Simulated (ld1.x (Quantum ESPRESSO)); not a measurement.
**Which change was made? (B, PAW)**

| Property | Result |
| --- | --- |
| Element | boron (B) |
| Generator | ld1.x (Quantum ESPRESSO) 7.5 |
| Type | PAW |
| Functional | PBEsol |
| Relativity | non-relativistic |
| Frozen core | [He] |
| Valence charge | 3 |
| Reference configuration | 2s2 2p1 |
| Partial waves | 2s (bound): rcut 1.15, rcutus 1.45 bohr; 2s channel at 3 Ry: rcut 1.15, rcutus 1.45 bohr; 2p (bound): rcut 2.05, rcutus 2.15 bohr; 2p channel at 0.05 Ry: rcut 2.05, rcutus 2.15 bohr |
| Local potential | all-electron potential smoothed inside 1.40 bohr (lloc = -2) |
| Core correction | Bessel-smoothed model core inside 1.25 bohr |
| Augmentation charge | BESSEL, radius 1.20 bohr |

Cutoffs, loose and tight: the cutoffs (Ry, on a coarse ladder) from which the occupation-weighted sum of valence levels, in a spherical-Bessel basis at the reference potential, stays within 10 and 1 mRy of its value at 400 Ry. They do not see the model core or the augmentation charge, which bear on the density cutoff. Test errors are all-electron minus pseudo excitation energies from the reference, over the configurations 2s2 2p0; 2s1 2p0; 2s2 2p0.5; 2s1 2p2; 2s2 2p1.3; 2s0 2p3; 2s1 2p1; variants that change the core or the reference have their own tests.

The base gives: outcome: generated; cutoff, loose: 12 Ry; cutoff, tight: 18 Ry; bound ghosts: none; largest test error (meV): -5.8.

Problem. After one change the result is: outcome: generated; cutoff, loose: 8 Ry; cutoff, tight: 18 Ry; bound ghosts: none; largest test error (meV): -4.1. Which change was it?
A. waves 2p (bound): rcut 2.05, rcutus 2.36 bohr; 2p channel at 0.05 Ry: rcut 2.05, rcutus 2.36 bohr
B. waves 2p (bound): rcut 1.30, rcutus 1.38 bohr; 2p channel at 0.05 Ry: rcut 1.30, rcutus 1.38 bohr
C. waves 2p (bound): rcut 2.05, rcutus 3.04 bohr; 2p channel at 0.05 Ry: rcut 2.05, rcutus 3.04 bohr
D. waves 2p (bound): rcut 1.70, rcutus 1.80 bohr; 2p channel at 0.05 Ry: rcut 1.70, rcutus 1.80 bohr
E. waves 2p (bound): rcut 2.05, rcutus 2.74 bohr; 2p channel at 0.05 Ry: rcut 2.05, rcutus 2.74 bohr

Solution. E. The others give: waves 2p (bound): rcut 1.30, rcutus 1.38 bohr; 2p channel at 0.05 Ry: rcut 1.30, rcutus 1.38 bohr → outcome: generated; cutoff, loose: 21 Ry; cutoff, tight: 35 Ry; bound ghosts: none; largest test error (meV): -5.7 | waves 2p (bound): rcut 1.70, rcutus 1.80 bohr; 2p channel at 0.05 Ry: rcut 1.70, rcutus 1.80 bohr → outcome: generated; cutoff, loose: 15 Ry; cutoff, tight: 21 Ry; bound ghosts: none; largest test error (meV): -5.7 | waves 2p (bound): rcut 2.05, rcutus 2.36 bohr; 2p channel at 0.05 Ry: rcut 2.05, rcutus 2.36 bohr → outcome: generated; cutoff, loose: 12 Ry; cutoff, tight: 18 Ry; bound ghosts: none; largest test error (meV): +17 | waves 2p (bound): rcut 2.05, rcutus 3.04 bohr; 2p channel at 0.05 Ry: rcut 2.05, rcutus 3.04 bohr → outcome: generated; cutoff, loose: 6 Ry; cutoff, tight: 15 Ry; bound ghosts: none; largest test error (meV): +6.3.
